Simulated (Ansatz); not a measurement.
Z-matrix (Å, degrees):
```
C
F 1 1.375
C 1 1.552 2 114.7
C 1 1.503 2 115.5 3 -99.7
H 1 1.092 2 108.2 3 127.3
F 3 1.370 1 116.5 2 122.0
C 3 1.491 1 83.6 2 -121.5
H 3 1.092 1 113.1 2 -5.2
H 4 1.080 1 132.8 2 -58.6
F 7 1.311 3 129.0 1 -174.4
```

Charge 0, multiplicity 1.

(1) List the PBE/def2-TZVPP orbital energies in eV (Ansatz). (An estimate is asked.)

## Answers

(1) Computed: Occupied: -661.36, -660.20, -660.02, -271.91, -271.71, -271.70, -269.79, -31.77, -30.45, -30.21, -22.61, -17.18, -16.76, -14.83, -13.99, -13.51, -12.82, -12.08, -11.78, -11.52, -11.21, -10.26, -9.78, -8.52, -8.13, -7.69, -7.11. Lowest empty: -1.54, 0.74, 1.26, 1.29, 1.62, 1.95, 2.33, 3.00.
